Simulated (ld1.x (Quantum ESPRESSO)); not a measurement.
PBEsol ultrasoft dataset for F (Z = 9), non-relativistic all-electron reference.

```json
{
  "Element": "fluorine (F)",
  "Generator": "ld1.x (Quantum ESPRESSO) 7.5",
  "Type": "ultrasoft",
  "Functional": "PBEsol",
  "Relativity": "non-relativistic",
  "Frozen core": "[He]",
  "Valence charge": "7",
  "Reference configuration": "2s2 2p5",
  "Partial waves": "2s (bound): rcut 0.55, rcutus 0.80 bohr; 2s channel at -1.35 Ry: rcut 0.55, rcutus 0.80 bohr; 2p (bound): rcut 1.20, rcutus 1.35 bohr; 2p channel at -0.45 Ry: rcut 1.20, rcutus 1.35 bohr; 3d channel at 0.05 Ry: rcut 0.95, rcutus 1.25 bohr",
  "Local potential": "all-electron potential smoothed inside 1.10 bohr (lloc = -1)",
  "Core correction": "none",
  "Augmentation charge": "built from norm-conserving waves at rcut, not smoothed further"
}
```

All-electron outer shells of the reference configuration (PBEsol, non-relativistic, ld1.x):

```tsv
shell	level (eV)	outermost node (bohr)	outermost maximum (bohr)
2s	-29.64	0.24	0.77
2p	-11.06	–	0.71
```

What the tests gave:

```
Cutoffs needed                            : 40 Ry and 80 Ry (the cutoffs (Ry, on a coarse ladder) from which the occupation-weighted sum of valence levels, in a spherical-Bessel basis at the reference potential, stays within 10 and 1 mRy of its value at 400 Ry)
Ghost test                                : no extra level below or beside the all-electron valence levels (s, p, d, f tested) (spherical-Bessel basis up to 400 Ry, 20 bohr box)
Largest excitation error                  : +1248 meV (all-electron minus pseudo) for 2s2 2p1, out of 7 test configurations
Lowest eigenvalue of the overlap operator : 0.40 (s channel)
```

Generation and tests took about 1.4 s on one core of a shared server CPU.
